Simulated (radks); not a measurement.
Results of a calculation; reference values are marked as such.
Species: Co4+. Configuration: [Ar] 3d5. Level of theory: scalar-relativistic Kohn-Sham, BLYP, spin-unpolarised, spherical densities, finite nucleus; Fermi nuclear charge, rms radius 3.7875 fm (a radial shooting solver on a logarithmic mesh with Libxc functionals).

Unscreened Slater integrals over Kohn-Sham orbitals (cm^-1).

integral,value
"F0(3d,3d)",228870
"F2(3d,3d)",108410
"F4(3d,3d)",67957
"F0(3d,3p)",238260
"F2(3d,3p)",114360
"G1(3d,3p)",140690
"G3(3d,3p)",86240
"F0(3d,3s)",242610
"G2(3d,3s)",107670
"F0(3d,2p)",313680
"F2(3d,2p)",63243
"G1(3d,2p)",47819
"G3(3d,2p)",27176
"F0(3p,3p)",250300
"F2(3p,3p)",125640
"F0(3p,3s)",254890
"G1(3p,3s)",169110
"F0(3p,2p)",339460
"F2(3p,2p)",68649
"G0(3p,2p)",26761
"G2(3p,2p)",28123
"F0(3s,3s)",259910
"F0(3s,2p)",345570
"G1(3s,2p)",28767
"F0(2p,2p)",891190
"F2(2p,2p)",419810

Derived for the open shells (J is the average intra-shell exchange parameter used in DFT+U). 3d: Racah B = F2/49 - 5 F4/441 = 1442 cm^-1, C = 35 F4/441 = 5393 cm^-1, C/B = 3.74, F4/F2 = 0.627, J = (F2 + F4)/14 = 12600 cm^-1.
